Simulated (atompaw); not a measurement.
# What one change does to a pseudopotential (Ga (Z = 31), PAW (atompaw))

atompaw 4.2.0.5 input, output lines left out:

```
Ga 31
GGA-PBESOL scalarrelativistic loggrid 1500 logderivrange -3 5 201
4 4 3 0 0 0
4 1 1
0 0 0
c
c
c
v
c
c
v
v
2
2.70 2.55 2.25 2.50
y
1.25
n
y
0.95
n
y
0.7
n
custom polynom vanderbiltortho besselshape
bessel
1.60
1.60
2.70
2.70
1.30
1.30
```

Change: waves 4s (bound); 4s channel at 1.25 Ry; 4p (bound); 4p channel at 0.95 Ry; 3d (bound); 3d channel at 0.7 Ry; augmentation besselshape compensation charge, radius 2.55 bohr; PAW radius 2.70 bohr; waves and projectors: bloechl.

Cutoffs: the cutoffs (Ry, on a coarse ladder) from which the occupation-weighted sum of valence levels, in a spherical-Bessel basis at the reference potential, stays within 10 and 1 mRy of its value at 400 Ry; they do not see the model core or the augmentation charge, which bear on the density cutoff.

**Question.** What does the change do?

**Answer.** The potential gets softer (90 Ry and 160 Ry → 30 Ry and 40 Ry); the range in which the s phases agree narrows (upper end at the end of the scan → 3.0); the range in which the p phases agree narrows (upper end 3.8 → 1.7); neither file shows a bound ghost.

| quantity | base | changed |
| --- | --- | --- |
| cutoff, loose | 90 Ry | 30 Ry |
| cutoff, tight | 160 Ry | 40 Ry |
| loose cutoff by channel (10 mRy a level) | s 15 Ry, p 6 Ry, d 50 Ry | s 6 Ry, p 6 Ry, d 18 Ry |
| bound ghosts | none | none |
| s: phases at 2.71 bohr within 0.05 rad from the reference energy up to (Ry; the scan ends near 5) | to the end of the scan | 3.0 |
| p: phases at 2.71 bohr within 0.05 rad from the reference energy up to (Ry; the scan ends near 5) | 3.8 | 1.7 |
| d: phases at 2.71 bohr within 0.05 rad from the reference energy up to (Ry; the scan ends near 5) | 4.9 | 4.0 |
| lowest overlap eigenvalue by channel | s 0.22, p 0.74, d 1.00 | s 0.43, p 0.04, d 0.96 |

 The cutoffs see the waves, projectors and local potential, not the compensation charge or the core.
